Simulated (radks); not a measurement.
Ni5+, configuration [Ar] 3d5 (the NIST ground configuration). Method: Dirac Kohn-Sham, PBE, spin-unpolarised, spherical densities, finite nucleus; open shells are shared between the two j in proportion to 2j + 1; Fermi nuclear charge, rms radius 3.7757 fm; computed with a radial shooting solver on a logarithmic mesh with Libxc functionals.

Unscreened Slater integrals over Kohn-Sham orbitals (cm^-1). Large and small components are both included.

integral          value
F0(3d5/2,3d5/2)  252160
F2(3d5/2,3d5/2)  121020
F4(3d5/2,3d5/2)   76200
F0(3d5/2,3d3/2)  252610
F2(3d5/2,3d3/2)  121210
G2(3d5/2,3d3/2)  121070
G4(3d5/2,3d3/2)   76229
F0(3d5/2,3p3/2)  257480
F2(3d5/2,3p3/2)  124470
G1(3d5/2,3p3/2)  151860
G3(3d5/2,3p3/2)   93873
F0(3d5/2,3p1/2)  258930
G3(3d5/2,3p1/2)   94500
F0(3d3/2,3d3/2)  253070
F2(3d3/2,3d3/2)  121390
F0(3d3/2,3p3/2)  257940
F2(3d3/2,3p3/2)  124620
G1(3d3/2,3p3/2)  151910
G3(3d3/2,3p3/2)   93912
F0(3d3/2,3p1/2)  259390
G1(3d3/2,3p1/2)  153300
F0(3p3/2,3p3/2)  265210
F2(3p3/2,3p3/2)  133460
F0(3p3/2,3p1/2)  266690
G2(3p3/2,3p1/2)  134040
F0(3p1/2,3p1/2)  268210
